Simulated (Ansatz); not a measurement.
Cost and result up the ladder for HfSi5 (the lowest singlet isomer of a short search) (6 atoms). The state is a singlet with charge 0. Geometry: PBE0-D4/def2-SVP.

```xyz
6

Hf   -1.157   -0.934   -1.310
Si    0.680    0.860   -0.697
Si   -1.662    1.383   -0.369
Si    0.994   -1.501   -0.152
Si    1.726    0.357    1.378
Si   -0.582   -0.164    1.150
```

Ansatz on 4 threads of Arm Neoverse V2 on a shared host. Times are rough, and most runs start from the orbitals of an earlier one. PBE0-D4/def2-TZVPD serves as the yardstick here, not as an exact answer. Differences are given only for rows in sets of like size (and for xTB, whose basis is part of the method), since another set adds its own error. Binding counts from free atoms at the same level (Hf triplet, Si triplet; other spins of the atoms weren't run), without zero-point energy or a counterpoise term.

In the def2 sets Hf takes a core potential; there is no spin–orbit coupling. Correlated methods freeze 25 core orbitals; core or outer-core shells of Hf are correlated, in sets that lack core-valence functions. The structure comes from a short search, and lower isomers may exist.

Run but left out: CCSD(T)/def2-TZVP (restricted singlet, unstable towards broken spin symmetry).

Correlated methods converge slowly with the basis.

```csv
level,functions,wall time
PBE-D4/def2-SVP,122,2 s
PBE0-D4/def2-SVP,122,2.6 s
BLYP-D4/def2-TZVP,225,3.5 s
revPBE-D4/def2-TZVP,225,3.6 s
PBE-D4/def2-TZVP (with forces),225,4 s
PBE-D4/def2-TZVPD,258,4.8 s
PBE0-D4/def2-TZVP,225,5.5 s
RPA@PBE/def2-TZVP,225,7.5 s
PBE0-D4/def2-TZVPD,258,8 s
r2SCAN-D4/def2-TZVP,225,9 s
r2SCAN-D4/def2-TZVPD,258,13 s
```

**Question.** Estimate what each level gives for the binding energy per atom (eV).

**Answer.** 
| level | binding energy per atom (eV) | difference from PBE0-D4/def2-TZVPD (eV) |
| --- | --- | --- |
| PBE-D4/def2-SVP | 3.68 | – |
| PBE0-D4/def2-SVP | 3.50 | – |
| BLYP-D4/def2-TZVP | 3.35 | -0.23 |
| revPBE-D4/def2-TZVP | 3.63 | 0.04 |
| PBE-D4/def2-TZVP (with forces) | 3.74 | 0.16 |
| PBE-D4/def2-TZVPD | 3.74 | 0.16 |
| PBE0-D4/def2-TZVP | 3.58 | 0.00 |
| RPA@PBE/def2-TZVP | 3.08 | -0.50 |
| PBE0-D4/def2-TZVPD | 3.59 | 0.00 |
| r2SCAN-D4/def2-TZVP | 3.62 | 0.03 |
| r2SCAN-D4/def2-TZVPD | 3.62 | 0.04 |
